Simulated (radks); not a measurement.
The numbers below are computed, except where a source is named.
Ionisation of neutral molybdenum, [Kr] 4d5 5s1, to [Kr] 4d5 as the strength of local exchange is varied. Code: a radial shooting solver on a logarithmic mesh with Libxc functionals. Model: scalar-relativistic Kohn-Sham, Slater X-alpha exchange (alpha = 2/3 is LDA exchange), no correlation, spin-polarised, spherical densities, point nucleus; open shells are filled with parallel spins first (spin-orbit coupling, left out, can overturn this in heavy ions).

\begin{tabular}{lrrrrr}
alpha & E(Mo) (hartree) & exchange (hartree) & IE (eV) & -e of the level emptied (eV) & <r> of it (bohr) \\ \hline
0.634 & -4035.08364 & -109.68123 & 7.048 & 4.203 (5s) & 3.520 \\
0.667 & -4040.80580 & -115.55617 & 7.251 & 4.393 (5s) & 3.486 \\
0.787 & -4061.68297 & -137.05679 & 8.014 & 5.117 (5s) & 3.365 \\
0.807 & -4065.17305 & -140.66110 & 8.145 & 5.242 (5s) & 3.346 \\
0.857 & -4073.91143 & -149.69790 & 8.475 & 5.562 (5s) & 3.298 \\
0.967 & -4093.20201 & -169.70947 & 9.220 & 6.293 (5s) & 3.198 \\
0.974 & -4094.43267 & -170.98899 & 9.268 & 6.341 (5s) & 3.192 \\
1.048 & -4107.46493 & -184.55970 & 9.785 & 6.856 (5s) & 3.128 \\
\end{tabular}

NIST Atomic Spectra Database: 7.092 eV (measured). The Delta-SCF value meets it near alpha = 0.64. Open shells are spherical and high-spin; term and fine-structure splittings are not resolved.
